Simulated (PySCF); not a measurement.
SiOF2, SMILES F[Si](F)=O. Atoms are numbered in the order given.

```xyz
4

Si     0.0000     0.0000     0.1307
O      0.0000     0.0000     1.6353
F      0.0000     1.2436    -0.8284
F      0.0000    -1.2436    -0.8284
```
Charge 0, spin multiplicity 1.

Coordinates come from a B3LYP-D3(BJ)/def2-TZVP optimisation.

Two levels are set side by side: PBE/pcSseg-2 (PySCF) and KT2/pcSseg-2 (PySCF). GIAO shifts against CFCl3 (¹⁹F), H2O (¹⁷O), TMS (²⁹Si) at the same level; non-relativistic, no solvent, atoms listed together averaged. Differences are taken from unrounded values.

```
quantity                   KT2
----------------------  ------
δ(²⁹Si) of Si1 (ppm)     -59.2
δ(¹⁷O) of O2 (ppm)       135.4
δ(¹⁹F) of F3, F4 (ppm)  -175.6
```

**Question.** What does PBE give, and how far is it from KT2? (The exact figures need the calculation; the answer reports its results.)

**Answer.** 
```csv
quantity,PBE,PBE minus KT2
δ(²⁹Si) of Si1 (ppm),-62.7,-3.5
δ(¹⁷O) of O2 (ppm),136.4,0.9
"δ(¹⁹F) of F3, F4 (ppm)",-170.4,5.2
```

Rough cost on one machine, each run with all the roots and properties that it gave: KT2 against PBE within a factor of 2.
